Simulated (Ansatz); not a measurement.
C7H14 can be A, `C=CCCC(C)C`, or B, `CCC1CCCC1`.

Isolated molecules relaxed with PBE0-D4/def2-TZVP in Ansatz; ΔE leaves out vibrations. CCSD(T)/CBS is the MP2 limit (def2-TZVPP, def2-QZVPP) plus CCSD(T) − MP2 in def2-TZVPP, frozen cores. Functionals use def2-TZVPP. B3LYP here is the variant with VWN-RPA as its local correlation; programs differ in this. One conformer a species, not always the lowest.

(1) Which is lower in electronic energy at CCSD(T)/CBS, and by how much? (Estimate.)

(2) Give E(B) − E(A) in kcal/mol with B3LYP-D4, CCSD/def2-TZVPP, BLYP-D4, PBE0-D4, LDA (SPW92), CCSD(T)/def2-TZVPP, B3LYP. (Estimate.)

Largest T1 diagnostic: 0.009.

## Answers

(1) Ansatz gave: B, by 15.1 kcal/mol.

(2) The calculation gave: B3LYP-D4 -12.7, CCSD/def2-TZVPP -15.7, BLYP-D4 -10.2, PBE0-D4 -18.7, LDA (SPW92) -21.3, CCSD(T)/def2-TZVPP -15.5, B3LYP -11.3. None reverses the order clearly.

At CCSD(T), def2-SVP lies −1.3 kcal/mol from the extrapolated value and def2-TZVPP −0.3 kcal/mol. In def2-TZVPP, CCSD(T) changes the Hartree–Fock value by −3.7 kcal/mol (the triples alone add +0.2 kcal/mol) and MP2 by −5.9 kcal/mol.
